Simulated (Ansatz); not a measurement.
Total energies of `O=C1CO[SiH2]1`.

```xyz
9

O    -1.169   -0.004    1.890
C    -0.542    0.016    0.879
C    -0.091   -1.140   -0.034
O     0.603   -0.384   -1.032
Si    0.369    1.152   -0.413
H     0.576   -1.841    0.481
H    -0.938   -1.690   -0.458
H     1.623    1.845   -0.020
H    -0.430    2.045   -1.292
```

Total charge 0; spin multiplicity 1. Geometry: relaxed with PBE0-D4/def2-TZVP. Basis def2-TZVPP, the Gaussian-basis code of Ansatz.

RPA on PBE orbitals: Hartree–Fock energy of these orbitals -516.75100 Eh, correlation -1.42902 Eh (frozen core).

```json
{"functional": "revPBE", "energy without D4 (Eh)": "-518.52026", "D4 term (kJ/mol)": "-57.9"}
{"functional": "B97M-V", "energy without D4 (Eh)": "-518.53067", "D4 term (kJ/mol)": "–"}
{"functional": "PBE0", "energy without D4 (Eh)": "-518.27237", "D4 term (kJ/mol)": "-15.0"}
{"functional": "B3LYP", "energy without D4 (Eh)": "-518.67157", "D4 term (kJ/mol)": "-29.0"}
{"functional": "r2SCAN0", "energy without D4 (Eh)": "-518.46368", "D4 term (kJ/mol)": "-5.0"}
{"functional": "HSE06 (plane-wave form)", "energy without D4 (Eh)": "-518.25501", "D4 term (kJ/mol)": "-13.9"}
{"functional": "LC-ωPBE", "energy without D4 (Eh)": "-518.41147", "D4 term (kJ/mol)": "–"}
{"functional": "ωB97M-V", "energy without D4 (Eh)": "-518.55535", "D4 term (kJ/mol)": "–"}
{"functional": "B2PLYP", "energy without D4 (Eh)": "-518.36458", "D4 term (kJ/mol)": "–"}
{"functional": "PBE-QIDH", "energy without D4 (Eh)": "-518.15101", "D4 term (kJ/mol)": "–"}
```

Give the same for LDA (SPW92), PBE, BLYP, r2SCAN, r2SCANh, BHLYP, CAM-B3LYP, ωB97X-V. (Estimate.)

Computed: 
```json
{"functional": "LDA (SPW92)", "energy without D4 (Eh)": "-515.69974", "D4 term (kJ/mol)": "–"}
{"functional": "PBE", "energy without D4 (Eh)": "-518.24337", "D4 term (kJ/mol)": "-17.9"}
{"functional": "BLYP", "energy without D4 (Eh)": "-518.59546", "D4 term (kJ/mol)": "-40.3"}
{"functional": "r2SCAN", "energy without D4 (Eh)": "-518.50291", "D4 term (kJ/mol)": "-4.2"}
{"functional": "r2SCANh", "energy without D4 (Eh)": "-518.48666", "D4 term (kJ/mol)": "-4.5"}
{"functional": "BHLYP", "energy without D4 (Eh)": "-518.52535", "D4 term (kJ/mol)": "-21.5"}
{"functional": "CAM-B3LYP", "energy without D4 (Eh)": "-518.56521", "D4 term (kJ/mol)": "-15.1"}
{"functional": "ωB97X-V", "energy without D4 (Eh)": "-518.53019", "D4 term (kJ/mol)": "–"}
```

B3LYP takes the VWN-RPA correlation (the form of Gaussian; ORCA's B3LYP/G). HSE06 is the plane-wave form, built on full-range PBE exchange. The double hybrids freeze the cores in their second-order part.

LC-ωPBE has ω = 0.4 bohr⁻¹.
